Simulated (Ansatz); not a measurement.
Computed with Ansatz on PBE0-D4/def2-TZVP structures; ΔE is electronic, products minus reactants. CCSD(T)/CBS adds triple-zeta CCSD(T) − MP2 to the extrapolated MP2 energy (def2 sets, frozen cores). Functionals use def2-TZVPP. B3LYP here is the variant with VWN-RPA as its local correlation; programs differ in this. Each species was taken in one conformer, which may not be the lowest.

`C[SiH](O)O[SiH](O)O` + `O[SiH2]N[Si](O)(F)F` → `C[SiH](O)N[SiH2]O` + `O[SiH](O)O[Si](O)(F)F`  (redistribution)

`C[SiH](O)O[SiH](O)O`:

Cartesian coordinates in Å:
```
C -1.016 1.807 -1.718
Si -0.051 0.340 -1.146
O 1.534 0.749 -1.081
O -0.563 -0.110 0.360
Si 0.074 -0.859 1.643
O 1.695 -0.935 1.383
O -0.417 -2.408 1.818
H -0.682 2.120 -2.710
H -0.885 2.646 -1.031
H -2.081 1.569 -1.777
H -0.262 -0.831 -2.039
H 2.064 0.219 -0.477
H -0.268 -0.079 2.849
H 2.169 -1.653 1.805
H -1.310 -2.575 2.123
```

`O[SiH2]N[Si](O)(F)F`:

Z-matrix (Å, degrees):
```
Si
N 1 1.739
O 1 1.634 2 108.2
H 1 1.482 2 112.8 3 -117.5
H 1 1.487 2 106.7 3 122.9
Si 2 1.682 1 129.2 3 13.6
H 2 1.011 1 115.8 3 -161.5
H 3 0.963 1 116.1 2 29.8
O 6 1.629 2 109.0 1 -37.7
F 6 1.585 2 115.1 1 83.0
F 6 1.582 2 108.7 1 -159.7
H 9 0.959 6 117.7 2 156.4
```

`C[SiH](O)N[SiH2]O`:

Z-matrix (Å, degrees):
```
C
Si 1 1.852
H 1 1.093 2 110.7
H 1 1.092 2 111.0 3 -120.6
H 1 1.092 2 110.4 3 119.2
O 2 1.647 1 106.7 3 -63.5
N 2 1.734 1 111.2 3 59.1
H 2 1.489 1 112.5 3 176.1
H 6 0.962 2 113.7 1 168.8
Si 7 1.709 2 122.1 1 168.3
H 7 1.010 2 117.1 1 -36.8
O 10 1.659 7 106.7 2 40.4
H 10 1.486 7 108.5 2 161.1
H 10 1.487 7 113.1 2 -76.9
H 12 0.958 10 116.9 7 -148.7
```

`O[SiH](O)O[Si](O)(F)F`:

Z-matrix (Å, degrees):
```
Si
O 1 1.630
O 1 1.651 2 107.9
O 1 1.622 2 110.0 3 -121.4
H 1 1.469 2 113.9 3 119.5
H 2 0.962 1 116.7 3 -22.0
Si 3 1.592 1 141.1 2 11.7
H 4 0.959 1 118.4 2 41.2
F 7 1.576 3 111.2 1 125.2
O 7 1.626 3 107.7 1 3.9
F 7 1.577 3 111.2 1 -117.3
H 10 0.958 7 119.9 3 178.8
```

```json
{"level": "PBE-D4", "ΔE (kcal/mol)": "0.7", "difference from CCSD(T)/CBS": "0.1"}
{"level": "r2SCAN-D4", "ΔE (kcal/mol)": "0.8", "difference from CCSD(T)/CBS": "0.2"}
{"level": "PBE0-D4", "ΔE (kcal/mol)": "0.8", "difference from CCSD(T)/CBS": "0.2"}
{"level": "B3LYP-D4", "ΔE (kcal/mol)": "1.1", "difference from CCSD(T)/CBS": "0.5"}
{"level": "ωB97X-V", "ΔE (kcal/mol)": "1.0", "difference from CCSD(T)/CBS": "0.4"}
{"level": "ωB97M-V", "ΔE (kcal/mol)": "0.9", "difference from CCSD(T)/CBS": "0.3"}
{"level": "B2PLYP", "ΔE (kcal/mol)": "0.9", "difference from CCSD(T)/CBS": "0.3"}
{"level": "PBE", "ΔE (kcal/mol)": "0.7", "difference from CCSD(T)/CBS": "0.1"}
{"level": "r2SCAN", "ΔE (kcal/mol)": "0.8", "difference from CCSD(T)/CBS": "0.2"}
{"level": "PBE0", "ΔE (kcal/mol)": "0.8", "difference from CCSD(T)/CBS": "0.2"}
{"level": "B3LYP", "ΔE (kcal/mol)": "1.1", "difference from CCSD(T)/CBS": "0.5"}
{"level": "HF/def2-TZVPP", "ΔE (kcal/mol)": "1.0", "difference from CCSD(T)/CBS": "0.4"}
{"level": "MP2/def2-TZVPP", "ΔE (kcal/mol)": "0.5", "difference from CCSD(T)/CBS": "-0.1"}
{"level": "SCS-MP2/def2-TZVPP", "ΔE (kcal/mol)": "0.6", "difference from CCSD(T)/CBS": "0.0"}
{"level": "CCSD/def2-TZVPP", "ΔE (kcal/mol)": "0.6", "difference from CCSD(T)/CBS": "0.0"}
{"level": "CCSD(T)/def2-TZVPP", "ΔE (kcal/mol)": "0.5", "difference from CCSD(T)/CBS": "-0.1"}
{"level": "HF/def2-QZVPP", "ΔE (kcal/mol)": "0.9", "difference from CCSD(T)/CBS": "0.3"}
{"level": "MP2/def2-QZVPP", "ΔE (kcal/mol)": "0.5", "difference from CCSD(T)/CBS": "-0.1"}
{"level": "SCS-MP2/def2-QZVPP", "ΔE (kcal/mol)": "0.6", "difference from CCSD(T)/CBS": "0.0"}
{"level": "HF/CBS(def2)", "ΔE (kcal/mol)": "0.8", "difference from CCSD(T)/CBS": "0.2"}
{"level": "MP2/CBS(def2)", "ΔE (kcal/mol)": "0.6", "difference from CCSD(T)/CBS": "0.0"}
{"level": "CCSD/CBS(def2)", "ΔE (kcal/mol)": "0.7", "difference from CCSD(T)/CBS": "0.1"}
{"level": "CCSD(T)/CBS", "ΔE (kcal/mol)": "0.6", "difference from CCSD(T)/CBS": "0"}
```

Largest T1 diagnostic among the species: 0.012.
